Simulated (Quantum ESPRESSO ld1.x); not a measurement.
Species: the gold ion Au13+. Configuration: [Kr] 4d10 4f14 5s2 5p4. Method: Dirac Kohn-Sham, PBE, spin-unpolarised, spherical densities, point nucleus; open shells fill j = l - 1/2 first; computed with ld1.x of Quantum ESPRESSO 7.5.

Radial electron density D(r) = 4 pi r^2 rho(r):

r (bohr),D(r) (e/bohr)
0.001871,25.95
0.002126,30.71
0.002436,36.51
0.002791,43.09
0.003197,50.45
0.003663,58.53
0.004197,67.17
0.00477,75.64
0.005465,84.69
0.006261,93.38
0.007173,101.2
0.008218,107.7
0.009415,112.2
0.0107,114.3
0.01226,114.2
0.01405,111.9
0.01609,108.2
0.01844,104.1
0.02095,101.6
0.02401,101.7
0.0275,105.9
0.03151,114.4
0.0361,125.8
0.04136,137.3
0.04701,144.8
0.05386,146.5
0.0617,140.7
0.07069,129.9
0.08099,119.3
0.09279,114.8
0.1055,118.6
0.1208,128.5
0.1384,136.4
0.1586,133.8
0.1817,118.5
0.2065,97.95
0.2366,80.42
0.2711,75.19
0.3105,80.80
0.3558,87.73
0.4076,86.46
0.4633,75.51
0.5308,57.99
0.6081,41.06
0.6967,28.59
0.7982,20.41
0.9144,14.51
1.039,9.772
1.191,5.537
1.364,2.565
1.563,0.9374
1.791,0.2605
2.051,0.05279
2.332,0.008481
2.671,0.0008230

D(r) has 4 maxima, at r = 0.0114, 0.0517, 0.144, 0.376 bohr, and minima at 0.0223, 0.0928, 0.267 bohr, inside which lie 2.03, 11.04, 30.08 electrons.
